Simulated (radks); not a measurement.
The helium ion He+ inside a hard spherical wall (all orbitals vanish at R), configuration held at 1s1 and not refilled when levels cross. Method: non-relativistic Kohn-Sham, LDA (Slater exchange, VWN5 correlation), spin-polarised, spherical densities, point nucleus; open shells are filled with parallel spins first; computed with a radial shooting solver on a logarithmic mesh with Libxc functionals. Eigenvalues in eV for spin up, with the zero of energy where the potential of the charges vanishes at infinity; a dash marks a level that is unbound or too diffuse for the functional's potential to be trusted. A positive occupied level is held by the wall or, in an anion where self-interaction has pushed it up, behind a barrier. The pressure on the wall is -dE/dV.

| R (bohr) | E (hartree) | kinetic (hartree) | e(1s) | e(2s, empty) | e(2p, empty) | pressure (GPa) |
|---|---|---|---|---|---|---|
| free | -1.94170 | 1.924 | -41.100 | -5.806 | -5.030 | 0 |
| 20 | -1.94170 | 1.924 | -41.100 | -5.806 | -5.030 | < 0.0001 |
| 15 | -1.94170 | 1.924 | -41.100 | -5.806 | -5.030 | < 0.0001 |
| 10 | -1.94170 | 1.924 | -41.100 | -5.780 | -5.007 | < 0.0001 |
| 7 | -1.94170 | 1.924 | -41.100 | -5.405 | -4.733 | < 0.0001 |
| 5 | -1.94170 | 1.924 | -41.099 | -3.418 | -3.481 | 0.00228 |
| 4 | -1.94152 | 1.926 | -41.084 | 0.398 | -1.289 | 0.0849 |
| 3.5 | -1.94083 | 1.932 | -41.035 | 4.575 | 0.993 | 0.518 |
| 3 | -1.93766 | 1.956 | -40.846 | 12.237 | 5.040 | 3.17 |
| 2.5 | -1.92380 | 2.037 | -40.157 | 27.209 | 12.743 | 19.7 |
| 1.5 | -1.61385 | 3.047 | -28.842 | 137.33 | 68.281 | 1010 |
